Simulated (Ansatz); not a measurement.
Consider the ligand exchange at the Si–C bond: `C=C[SiH2]C=N` + `O[SiH2]F` → `C=C[SiH2]O[SiH2]F` + `C=N`.

Program: Ansatz. Geometries: PBE0-D4/def2-TZVP. ΔE: electronic, gas phase. CBS: MP2 limit from def2 TZ/QZ plus the TZ coupled-cluster correction, frozen cores. This one scheme is used for every species. DFT in def2-TZVPP. B3LYP here is the variant with VWN-RPA as its local correlation; programs differ in this. Each species was taken in one conformer, which may not be the lowest.

```tsv
level	ΔE (kJ/mol)
PBE-D4	-105.8
ωB97X-V	-120.9
PBE	-104.5
B3LYP	-121.7
HF/def2-TZVPP	-142.9
SCS-MP2/def2-TZVPP	-126.5
CCSD(T)/def2-TZVPP	-122.2
CCSD/CBS(def2)	-125.7
```

**Question.** What does CCSD(T)/CBS give? (Best estimate.)

**Answer.** The calculation gave: -122.1 kJ/mol. The listed levels differ from it by 16.3, 1.2, 17.6, 0.4, -20.8, -4.4, -0.1, -3.6 kJ/mol.

Largest T1 diagnostic among the species: 0.012.

From PBE to PBE0 (25 % exact exchange), in def2-TZVPP and without D4, ΔE moves by −7.9 kJ/mol. In def2-TZVPP, CCSD(T) changes the Hartree–Fock value by +20.7 kJ/mol (the triples alone add +3.6 kJ/mol) and MP2 by +19.9 kJ/mol.
